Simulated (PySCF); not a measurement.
Gas-phase reaction: Sn(OH)₂ + SnO₂ → H₂O₂ + 2 SnO

Computed with PySCF and rigid-rotor harmonic-oscillator thermochemistry at 1 bar. S°(298 K) at PBE0/def2-TZVP differs from the NASA 1993 table for H₂O₂ (-8 J/mol/K); whether the harmonic model or the table's entry is off was not settled. † marks an energy on the PBE0/def2-TZVP geometry and frequencies; other levels use their own. MP2 and CCSD(T) freeze the core. All species are closed-shell singlets. Sn: scalar-relativistic def2 core potential, no spin-orbit coupling. No R ln 2 is added for the mirror-image form of H₂O₂. Sn(OH)₂, SnO₂: computed as isolated molecules; such fragments, hydroxides, amides, oligomers or adducts are transient or little studied in the gas. MP2 isn't extrapolated to the basis-set limit; its ΔH°(298 K) is 205.8 kJ in def2-SVP and 263.5 kJ in def2-TZVPP. CCSD(T) isn't extrapolated to the basis-set limit; its ΔH°(298 K) is 190.4 kJ in def2-SVP and 256.7 kJ in def2-TZVPP. The harmonic model lacks anharmonicity and excited electronic states, which grow with temperature; levels with a mode under 35 cm⁻¹ are left out. Internal rotation in Sn(OH)₂, H₂O₂ is treated as a harmonic vibration of one conformer, which makes the entropy rough. Warning, large T1 diagnostic: SnO, SnO₂ (CCSD(T)/def2-TZVPP†).

```csv
level,"ΔE electronic, kJ","ΔH°(298 K), kJ","ΔS°(298 K), J/K","ΔG°(2000 K), kJ"
CCSD(T)/def2-TZVPP†,253,257,140,14
HF/def2-TZVP†,275,278,140,35
M06-2X/def2-TZVP†,307,311,140,68
MP2/def2-SVP†,202,206,140,-37
MP2/def2-TZVPP†,260,264,140,21
PBE/def2-TZVP†,257,261,140,18
PBE0/def2-TZVP,267,270,140,28
r2SCAN/def2-TZVP†,283,286,140,44
LDA/def2-TZVP†,286,289,140,47
ωB97M-V/def2-TZVP†,265,269,140,26
ωB97X-V/def2-TZVP†,273,277,140,34
```
ΔH° is lowest at MP2/def2-SVP† and highest at M06-2X/def2-TZVP†. No reference value is set beside these.
